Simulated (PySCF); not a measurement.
## Bond length, frequency and bond energy of CsMg⁻ by level of theory

State: ¹Σ⁺ (singlet), closed shell. Set-up: Cs def2-SVPD with ECP46, Mg def2-SVPD; scalar-relativistic core potentials (PySCF 2.14). De refers to Cs⁻ + Mg in their ground configurations, without counterpoise correction. A positive dipole points towards Mg; it is taken about the centre of mass and depends on that origin.

| Level | Re (Å) | ωe (cm⁻¹) | De (eV) | μ (D) | CPU s a point (SCF and correlation, without the integrals) |
| --- | --- | --- | --- | --- | --- |
| RHF-MP2 | 4.999 | 34.1 | n/a | n/a | 0.13 |
| RHF-SCS-MP2 | 5.188 | 27.9 | 0.101 | n/a | n/a |
| RHF-CCSD | 5.042 | 30.2 | 0.098 | n/a | n/a |
| RHF-CCSD(T) | 4.807 | 40.8 | 0.143 | n/a | 3.7 |
| LDA | 4.462 | 56.0 | 0.343 | -0.81 | 0.48 |
| PBE | 4.671 | 48.4 | 0.282 | -0.49 | 0.71 |
| r²SCAN | 4.710 | 48.9 | 0.261 | -0.47 | 1.1 |
| r²SCANh | 4.732 | 47.6 | 0.242 | -0.45 | 1.1 |
| PBE0 | 4.743 | 45.2 | 0.222 | -0.19 | 1.2 |
| ωB97X | 5.084 | 32.2 | 0.135 | 1.05 | 0.7 |
| B2PLYP | 4.907 | 37.7 | 0.139 | 1.40 | 0.68 |

(1) Which functional lies closest to RHF-CCSD(T) in De, which farthest, and by how much do they differ from it?

(2) What does a quarter of exact exchange do here, going from PBE to PBE0?

(3) What does the step from GGA to meta-GGA do here, going from PBE to r²SCAN?

Correlated steps freeze 1 core orbital. Closed-shell solutions of metal pairs were not tested for spin polarisation, which can lower them a little. The bond is weak. Basis-set superposition, not corrected here, can be much of De in a small basis, most of all at correlated wavefunction levels. Spin–orbit coupling is left out. For an ion De counts to the pair picked by the measured ionisation energies or electron affinities, which need not be the lowest pair at this level. The highest Kohn–Sham level is positive in this anion. Much of that is self-interaction error, but it also means that the finite basis helps to hold the extra electron. B2PLYP dipoles, levels and charges come from its SCF part alone. The CCSD T1 diagnostic is raised, a sign that a single reference may not be enough here.

The whole job (state search and all levels along the bond) took about 2.7 min on 1 thread of Arm Neoverse N1 (shared host), peak memory 0.61 GiB.

Answers

(1) Closest is B2PLYP (+10.0 pm in Re, -7.6 % in ωe, -0.00 eV in De against RHF-CCSD(T) in the same basis), farthest LDA (-34.5 pm in Re, +37.3 % in ωe, +0.20 eV in De). CCSD(T) converges more slowly with the basis than the functionals do and binds too weakly in this one, so the order can change at the basis-set limit.

(2) PBE0 less PBE: +7.2 pm in Re, -6.6 % in ωe, -0.06 eV in De. Exact exchange removes part of the self-interaction that spreads semilocal densities, and in most molecules shortens and stiffens the bond and lowers De; here Re and ωe go the other way.

(3) r²SCAN less PBE: +3.9 pm in Re, +1.0 % in ωe, -0.02 eV in De.
